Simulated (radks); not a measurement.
Values are calculated unless marked as measured or tabulated.
Valence configurations of Cl I (all share [Ne]). Code: a radial shooting solver on a logarithmic mesh with Libxc functionals. Model: non-relativistic Kohn-Sham, LDA (Slater exchange, Perdew-Wang correlation), spin-polarised, spherical densities, point nucleus; open shells are filled with parallel spins first. Energies are relative to 3s2 3p5; eigenvalues in eV for spin up.

[
 {"valence": "3s2 3p5", "E (eV)": "0.000", "moment (Bohr magnetons)": "1", "e(3p)": "-9.078", "e(3s)": "-20.933"},
 {"valence": "3s1 3p6", "E (eV)": "11.786", "moment (Bohr magnetons)": "1", "e(3p)": "-9.687", "e(3s)": "-21.704"},
 {"valence": "3s1.5 3p5.5", "E (eV)": "5.886", "moment (Bohr magnetons)": "1", "e(3p)": "-9.384", "e(3s)": "-21.321"}
]

NIST lists [Ne] 3s2 3p5 as the ground configuration; this level of theory agrees among the configurations tried. The energies are those of spherical high-spin densities, not of single terms.
